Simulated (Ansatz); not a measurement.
Species: GeCl, charge 1, singlet. GeCl+ (parent SMILES [Cl][Ge], singlet).
B3LYP-D3(BJ)/def2-TZVP minimum from Ansatz (a quantum-chemistry and plane-wave program):
```xyz
2

Cl     0.0000     0.0000    -1.3563
Ge     0.0000     0.0000     0.7205
```
Charge +1, spin multiplicity 1.

Total energies in def2-TZVPP, 10 correlated electrons, 19 frozen orbitals. Open shells are spin-unrestricted; no spin-orbit coupling. Cores are frozen in correlated methods (noble-gas shells, and filled d and f shells in the p block). No relativity. The spin of ClGe+ (parent SMILES [Cl][Ge], singlet) was assumed, and the state is the lowest solution found for it.

```csv
method,program,energy (Eh),minus CCSDT(Q) (mEh)
HF,Ansatz,-2534.64002,291.51
MP2,Ansatz,-2534.89208,39.45
CCSD,Ansatz,-2534.91649,15.04
CCSD(T),Ansatz,-2534.92982,1.72
CCSDT(Q),Ansatz,-2534.93153,0.00
```

Rough core times of Ansatz's runs on a shared machine: CCSD(T) under 20 s, CCSDT(Q) 70 s.
